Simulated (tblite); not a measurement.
Compound: C6H12Si.
Atom-mapped SMILES: `[CH2:1]1[CH2:2][C@@H:3]([CH:4]2[CH2:5][CH2:6]2)[SiH2:7]1` (hydrogens: H8, H9 on C1; H10, H11 on C2; H12 on C3; H13 on C4; H14, H15 on C5; H16, H17 on C6; H18, H19 on Si7)

Structure optimised with GFN2-xTB, isolated species.

Give the optimised bond lengths and angles.

| bond | length (Å) |
| --- | --- |
| C1–C2 | 1.541 |
| C2–C3 | 1.547 |
| C3–C4 | 1.504 |
| C4–C5 | 1.498 |
| C5–C6 | 1.498 |
| C3–Si7 | 1.921 |
| C1–Si7 | 1.911 |
| C4–C6 | 1.498 |
| C1–H8 | 1.088 |
| C1–H9 | 1.087 |
| C2–H10 | 1.090 |
| C2–H11 | 1.090 |
| C3–H12 | 1.095 |
| C4–H13 | 1.087 |
| C5–H14 | 1.080 |
| C5–H15 | 1.079 |
| C6–H16 | 1.080 |
| C6–H17 | 1.080 |
| Si7–H18 | 1.463 |
| Si7–H19 | 1.464 |

A selection of angles:
| angle | degrees |
| --- | --- |
| C2–C1–Si7 | 91.1 |
| C2–C1–H8 | 111.9 |
| C2–C1–H9 | 113.8 |
| Si7–C1–H8 | 113.7 |
| Si7–C1–H9 | 118.6 |
| H8–C1–H9 | 107.3 |
| C1–C2–C3 | 99.7 |
| C1–C2–H10 | 110.7 |
| C1–C2–H11 | 114.1 |
| C3–C2–H10 | 109.9 |
| C3–C2–H11 | 114.1 |
| H10–C2–H11 | 108.1 |
| C2–C3–C4 | 114.9 |
| C2–C3–Si7 | 90.5 |
| C2–C3–H12 | 109.4 |
| C4–C3–Si7 | 123.1 |
| C4–C3–H12 | 107.8 |
| Si7–C3–H12 | 109.8 |
| C3–C4–C5 | 121.0 |
| C3–C4–C6 | 120.9 |
| C3–C4–H13 | 113.2 |
| C5–C4–C6 | 60.0 |
| C5–C4–H13 | 115.8 |
| C6–C4–H13 | 116.2 |
| C4–C5–C6 | 60.0 |
| C4–C5–H14 | 118.5 |
| C4–C5–H15 | 118.3 |
| C6–C5–H14 | 118.4 |
| C6–C5–H15 | 118.1 |
| H14–C5–H15 | 113.6 |
| C5–C6–H16 | 118.6 |
| C5–C6–H17 | 117.8 |
| C4–C6–C5 | 60.0 |
| C4–C6–H16 | 118.9 |
| C4–C6–H17 | 117.5 |
| H16–C6–H17 | 113.8 |
| C3–Si7–H18 | 118.2 |
| C3–Si7–H19 | 116.2 |
| C1–Si7–C3 | 76.0 |
| C1–Si7–H18 | 115.1 |
| C1–Si7–H19 | 118.2 |
| H18–Si7–H19 | 109.9 |

Dihedral angles: Si7–C1–C2–C3 14° (synperiplanar); C1–C2–C3–C4 -141° (anticlinal); C2–C3–C4–C5 74° (synclinal); C3–C4–C5–C6 110° (anticlinal); C2–C3–Si7–C1 11° (synperiplanar); C2–C1–Si7–C3 -11° (synperiplanar); C3–C4–C6–C5 -110° (anticlinal).

Si7 (SiH2 silicon) has angles from 76.0° to 118.2°. The C–C distances run from 1.498 Å (C4–C6, drawn single) to 1.547 Å (C2–C3, drawn single), a spread of 0.049 Å. Of the pairs four or more bonds apart, Si7···H15 is among the closest relative to their van der Waals radii: 3.04 Å, 92 % of the sum of Bondi's values. The 4-membered ring C1–C2–C3–Si7 has internal angles of 76.0° to 99.7° (sum 357°, against 360° for a flat polygon); it is puckered, 0.09 Å rms from its mean plane, widest ring torsion 14°. All internal angles of the 3-membered ring C4–C5–C6 are 60.0°.

Point group: C1 (no symmetry element, even within 0.4 Å). Its GFN2-xTB frequencies are all real (lowest 67 cm⁻¹). The numbers are those of one conformer. 2 starts were optimised and ended at 0.00 and 0.27 kcal/mol (GFN2-xTB); the lowest of these is shown.

The numbers are calculated, not measured.
